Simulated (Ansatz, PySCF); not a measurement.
This Ansatz (a quantum-chemistry and plane-wave program) input computes a r2SCAN/def2-TZVPD energy:

Ansatz 0.2 input:
```yaml
crystal:
  periodic: [false, false, false]
  atoms:
    - {symbol: Si, position_ang: [0.11136034, -0.08220749, 1.48821560]}
    - {symbol: I, position_ang: [1.08590198, 1.75680104, -0.18246921]}
    - {symbol: I, position_ang: [-1.11531792, -1.73508585, -0.21064434]}
basis:
  gaussian:
    orbitals: def2-TZVPD
hamiltonian:
  xc: {name: r2SCAN}
total_charge: -1
magnetization: {spin_polarized: true, initial_magnetization: 1}
output: {forces: true}
```

### Question
Write an input for the same energy in PySCF and say what it gives.

### Answer

```python
from pyscf import gto, scf, dft

mol = gto.M(
    atom='''
    Si    0.11136034   -0.08220749    1.48821560
    I     1.08590198    1.75680104   -0.18246921
    I    -1.11531792   -1.73508585   -0.21064434
    ''',
    basis='def2-tzvpd',
    ecp='def2-tzvp',
    charge=-1,
    spin=1,
    verbose=4,
)

mf = dft.UKS(mol, xc='r2scan').density_fit(auxbasis='def2-universal-jkfit')
mf.grids.level = 4
mf.conv_tol = 1e-9
mf.max_cycle = 100
mf.max_memory = 1500
mf.kernel()
if not mf.converged:
    mf = mf.newton()
    mf.kernel(mf.make_rdm1())
for _ in range(2):
    mo, _, stable, _ = mf.stability(return_status=True)
    if stable:
        break
    mf.kernel(mf.make_rdm1(mo, mf.mo_occ))
mf.analyze()
```
It gives -885.24221 Eh, and Ansatz -885.24220 Eh, a difference of 0.01 mEh.
